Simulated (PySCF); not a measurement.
PySCF input file for CH9ClOSi3, SMILES O([SiH2]C)[Si@@H](Cl)[SiH3], TDA-M06-2X/def2-SVPD. Coordinates come from a PBE-D3(BJ)/def2-SVP optimisation. The structure was generated by enumeration; whether it is a known compound was not checked. The values are those of a single conformer.

```python
import numpy as np
from pyscf import gto, scf, dft, tdscf

mol = gto.M(
    atom='''
    C    -3.42801300    1.17031252    0.28681615
    Si   -1.99901240    0.26485553   -0.51683979
    O    -0.81377102    0.01425292    0.66510930
    Si    0.81562932   -0.32323482    0.73809440
    Si    2.09461746    1.40071739   -0.22250215
    Cl    1.24028305   -2.04167037   -0.38441254
    H    -3.84756129    0.57706969    1.12391020
    H    -4.23668661    1.34721803   -0.45182382
    H    -3.10059342    2.15146978    0.68507458
    H    -2.43745695   -1.06624485   -1.06105366
    H    -1.40509172    1.08069591   -1.63687659
    H     1.14401380   -0.62396634    2.16953544
    H     3.55813892    1.07005714   -0.10869887
    H     1.72900615    1.52936046   -1.67601894
    H     1.83238447    2.71410423    0.46665901
    ''',
    basis='def2-SVPD',
    charge=0,
    spin=0,
    max_memory=1600,
    verbose=4,
)
mf = dft.RKS(mol, xc='m06-2x').density_fit(auxbasis='def2-universal-jkfit')
mf.grids.level = 4
mf.conv_tol = 1e-9
mf.max_cycle = 100
mf.kernel()
mf.grids = dft.Grids(mol).set(level=2).build(with_non0tab=True)  # coarser grid for the response kernel
td = tdscf.TDA(mf)
td.singlet = True
td.nstates = 6
td.conv_tol = 1e-4
td.positive_eig_threshold = 1e-6
td.kernel(x0=td.get_init_guess(mf, 11))
td.analyze()
tt = tdscf.TDA(mf)
tt.singlet = False
tt.nstates = 2
tt.conv_tol = 1e-4
tt.positive_eig_threshold = 1e-6
tt.kernel(x0=tt.get_init_guess(mf, 7))
tt.analyze(verbose=3)
```

It prints:

```
PySCF version 2.14.0

[INPUT] verbose = 4
[INPUT] num. atoms = 15
[INPUT] num. electrons = 82
[INPUT] charge = 0
[INPUT] spin (= nelec alpha-beta = 2S) = 0
[INPUT] symmetry False subgroup None
[INPUT] Mole.unit = angstrom
[INPUT] Symbol           X                Y                Z      unit          X                Y                Z       unit  Magmom
[INPUT]  1 C     -3.428013000000   1.170312520000   0.286816150000 AA   -6.478005721449   2.211570142950   0.542003971602 Bohr   0.0
[INPUT]  2 Si    -1.999012400000   0.264855530000  -0.516839790000 AA   -3.777585955610   0.500504414277  -0.976685653378 Bohr   0.0
[INPUT]  3 O     -0.813771020000   0.014252920000   0.665109300000 AA   -1.537804355908   0.026934115275   1.256874419901 Bohr   0.0
[INPUT]  4 Si     0.815629320000  -0.323234820000   0.738094400000 AA    1.541316033965  -0.610825283723   1.394796270075 Bohr   0.0
[INPUT]  5 Si     2.094617460000   1.400717390000  -0.222502150000 AA    3.958253335132   2.646972245016  -0.420468125627 Bohr   0.0
[INPUT]  6 Cl     1.240283050000  -2.041670370000  -0.384412540000 AA    2.343795281440  -3.858197835939  -0.726434419448 Bohr   0.0
[INPUT]  7 H     -3.847561290000   0.577069690000   1.123910200000 AA   -7.270837085578   1.090503668888   2.123882466605 Bohr   0.0
[INPUT]  8 H     -4.236686610000   1.347218030000  -0.451823820000 AA   -8.006177368512   2.545873106776  -0.853823276355 Bohr   0.0
[INPUT]  9 H     -3.100593420000   2.151469780000   0.685074580000 AA   -5.859272387429   4.065688649478   1.294603331101 Bohr   0.0
[INPUT] 10 H     -2.437456950000  -1.066244850000  -1.061053660000 AA   -4.606126075918  -2.014910748228  -2.005100820867 Bohr   0.0
[INPUT] 11 H     -1.405091720000   1.080695910000  -1.636876590000 AA   -2.655238530694   2.042219293838  -3.093248454812 Bohr   0.0
[INPUT] 12 H      1.144013800000  -0.623966340000   2.169535440000 AA    2.161872764723  -1.179125493547   4.099827799138 Bohr   0.0
[INPUT] 13 H      3.558138920000   1.070057140000  -0.108698870000 AA    6.723908071956   2.022114932235  -0.205411094350 Bohr   0.0
[INPUT] 14 H      1.729006150000   1.529360460000  -1.676018940000 AA    3.267348091189   2.890072415139  -3.167216776184 Bohr   0.0
[INPUT] 15 H      1.832384470000   2.714104230000   0.466659010000 AA    3.462704803206   5.128913668224   0.881857722461 Bohr   0.0

nuclear repulsion = 518.484621332041
number of shells = 94
number of NR pGTOs = 324
number of NR cGTOs = 214
basis = def2-SVPD
ecp = {}


[settings echo left out]
init E= -1446.98969812127
  HOMO = -0.299788148351403  LUMO = -0.0404448853821804  gap/eV = 7.05709
cycle= 1 E= -1446.85162417979  delta_E= 0.138  |g|= 0.658  |ddm|= 4.57
  HOMO = -0.293198077094059  LUMO = -0.00471907220836609  gap/eV = 7.84991
cycle= 2 E= -1446.80190922383  delta_E= 0.0497  |g|= 0.866  |ddm|= 1.81
  HOMO = -0.337877344527007  LUMO = 0.00428077702069718  gap/eV = 9.31060
cycle= 3 E= -1446.94789320472  delta_E= -0.146  |g|= 0.0842  |ddm|= 0.93
  HOMO = -0.33138755136424  LUMO = 0.0123681407429883  gap/eV = 9.35407
cycle= 4 E= -1446.94940176855  delta_E= -0.00151  |g|= 0.0338  |ddm|= 0.179
  HOMO = -0.333994934003756  LUMO = 0.0109168030574773  gap/eV = 9.38553
cycle= 5 E= -1446.94973464331  delta_E= -0.000333  |g|= 0.00396  |ddm|= 0.0653
  HOMO = -0.334108748851971  LUMO = 0.0108316013403527  gap/eV = 9.38631
cycle= 6 E= -1446.94973973857  delta_E= -5.1e-06  |g|= 0.00118  |ddm|= 0.0135
  HOMO = -0.334144412582344  LUMO = 0.0108566484626844  gap/eV = 9.38796
cycle= 7 E= -1446.9497401934  delta_E= -4.55e-07  |g|= 0.000268  |ddm|= 0.00345
  HOMO = -0.334130925146948  LUMO = 0.010858775313034  gap/eV = 9.38765
cycle= 8 E= -1446.94974021786  delta_E= -2.45e-08  |g|= 9.27e-05  |ddm|= 0.000846
  HOMO = -0.334131088379558  LUMO = 0.0108607759728256  gap/eV = 9.38771
cycle= 9 E= -1446.94974022065  delta_E= -2.79e-09  |g|= 2.08e-05  |ddm|= 0.000199
  HOMO = -0.334134077450807  LUMO = 0.0108594796329133  gap/eV = 9.38775
cycle= 10 E= -1446.94974022082  delta_E= -1.74e-10  |g|= 4.87e-06  |ddm|= 6.24e-05
  HOMO = -0.334132674065052  LUMO = 0.0108602381699279  gap/eV = 9.38774
Extra cycle  E= -1446.94974022083  delta_E= -7.05e-12  |g|= 3.24e-06  |ddm|= 2.15e-05
converged SCF energy = -1446.94974022083
tot grids = 118288
Overwritten attributes  positive_eig_threshold  of <class 'pyscf.tdscf.rks.TDA'>


******** <class 'pyscf.tdscf.rks.TDA'> for <class 'pyscf.df.df_jk.DFRKS'> ********
nstates = 6 singlet
deg_eia_thresh = 1.000e-03
wfnsym = None
conv_tol = 0.0001
eigh lindep = 1e-12
eigh level_shift = 0
eigh max_cycle = 100


Excitation energies (eV)
[6.50932927 6.61164233 7.48626648 7.63057507 7.7246868  7.85502953]

** Singlet excitation energies and oscillator strengths **
Excited State   1:      6.50933 eV    190.47 nm  f=0.0269
      41 -> 42       -0.66296
      41 -> 44       -0.11642
Excited State   2:      6.61164 eV    187.52 nm  f=0.0287
      41 -> 43        0.67038
Excited State   3:      7.48627 eV    165.62 nm  f=0.0138
      41 -> 42        0.12856
      41 -> 44       -0.39019
      41 -> 45        0.39613
      41 -> 46        0.36371
Excited State   4:      7.63058 eV    162.48 nm  f=0.2240
      39 -> 42       -0.24208
      40 -> 42        0.23471
      41 -> 44       -0.34049
      41 -> 46       -0.42057
      41 -> 48       -0.12928
      41 -> 49        0.11751
Excited State   5:      7.72469 eV    160.50 nm  f=0.0765
      40 -> 42        0.53379
      40 -> 45        0.10164
      40 -> 46       -0.10217
      40 -> 49        0.10621
      41 -> 44        0.26222
      41 -> 46        0.20836
Excited State   6:      7.85503 eV    157.84 nm  f=0.0195
      39 -> 42       -0.28196
      39 -> 45       -0.17267
      40 -> 42       -0.10788
      41 -> 44        0.22130
      41 -> 45        0.32496
      41 -> 46       -0.13144
      41 -> 48        0.31654
      41 -> 51       -0.15435

** Transition electric dipole moments (AU) **
state          X           Y           Z        Dip. S.      Osc.
  1        -0.2414      0.2223     -0.2474      0.1689      0.0269
  2         0.0299     -0.3853     -0.1664      0.1771      0.0287
  3        -0.1338     -0.0941      0.2203      0.0753      0.0138
  4         0.5735      0.7913     -0.4933      1.1984      0.2240
  5        -0.3515     -0.4285      0.3118      0.4044      0.0765
  6        -0.0564      0.2972     -0.0999      0.1015      0.0195

** Transition velocity dipole moments (imaginary part, AU) **
state          X           Y           Z        Dip. S.      Osc.
  1        -0.0185      0.0103     -0.0117      0.0006      0.0016
  2        -0.0078     -0.0585      0.0343      0.0047      0.0128
  3        -0.0210     -0.0204      0.0494      0.0033      0.0080
  4         0.1697      0.2190     -0.1106      0.0890      0.2115
  5        -0.1051     -0.1032      0.0810      0.0283      0.0664
  6        -0.0080      0.0682     -0.0307      0.0057      0.0131

** Transition magnetic dipole moments (imaginary part, AU) **
state          X           Y           Z
  1         0.0823     -0.3278     -0.4156
  2         0.7259     -0.0943      0.3872
  3        -0.2874     -0.1031     -0.3116
  4         1.0357     -1.3136     -1.1492
  5         0.3347      0.4173      0.1622
  6         0.0024     -0.2669     -0.1562


******** <class 'pyscf.tdscf.rks.TDA'> for <class 'pyscf.df.df_jk.DFRKS'> ********
nstates = 2 triplet
deg_eia_thresh = 1.000e-03
wfnsym = None
conv_tol = 0.0001
eigh lindep = 1e-12
eigh level_shift = 0
eigh max_cycle = 100


Excitation energies (eV)
[5.89154508 6.01431962]

** Triplet excitation energies and oscillator strengths **
Excited State   1:      5.89155 eV    210.44 nm  f=0.0000
Excited State   2:      6.01432 eV    206.15 nm  f=0.0000
```

The run converged.
